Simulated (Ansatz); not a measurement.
```yaml
crystal:
  periodic: [false, false, false]
  atoms:
    - {symbol: Al, position_ang: [-1.793783, 0.108918, -1.285727]}
    - {symbol: Al, position_ang: [1.077429, -0.381783, 1.780280]}
    - {symbol: P, position_ang: [0.638197, -0.856562, -0.715688]}
    - {symbol: P, position_ang: [-0.209785, 1.194190, 0.189507]}
basis:
  gaussian: {orbitals: def2-TZVP, final_grid: {core_spheres: 8, valence_spheres: 7, degree: 23}}
total_charge: -1
magnetization: {spin_polarized: false, initial_magnetization: 1}
hamiltonian: {xc: {name: revPBE0}, dispersion: d3bjatm}
scf: {omitted_lower_state_checks: [starts]}
```

```sh
$ ansatz run in.yaml --threads 2 --pin off --events-out ev --progress --plain --max-ram 4352MiB
```

It prints (some lines left out):

```
Functional definition: revPBE0
1122 factors; their error is unknown
mean field evaluation 1: about -31767.4717 eV, gradient 5.3e0 eV
mean field evaluation 2: about -31767.5304 eV, gradient 3.1e0 eV
mean field evaluation 4: about -31767.5554 eV, gradient 1.2e0 eV
mean field evaluation 8: about -31767.5623 eV, gradient 6.9e-2 eV
mean field evaluation 16: about -31767.6060 eV, gradient 9.6e-5 eV
mean field -31767.60599902 eV, -1167.4379876073 hartree, gradient 1.7e-5 eV, S^2 0.750000; 0 other end points of the search recorded, 0 dependent functions left out
reference -31767.60602468 eV, -1167.4379885501 hartree; 29, 28 occupied and 119, 120 virtual orbitals, 1122 factors
Total energy: -31768.02482854 eV, -1167.4533793082 hartree
Checks for a lower state left out: starts
```

Hardware: 2 threads of AMD EPYC 7R43 on a shared host. Wall time 7 s.

The highest occupied level of an anion often lies above zero with these methods, and sets without diffuse functions describe the outer electron poorly.

With spin_polarized false and unpaired electrons the run is restricted open-shell.
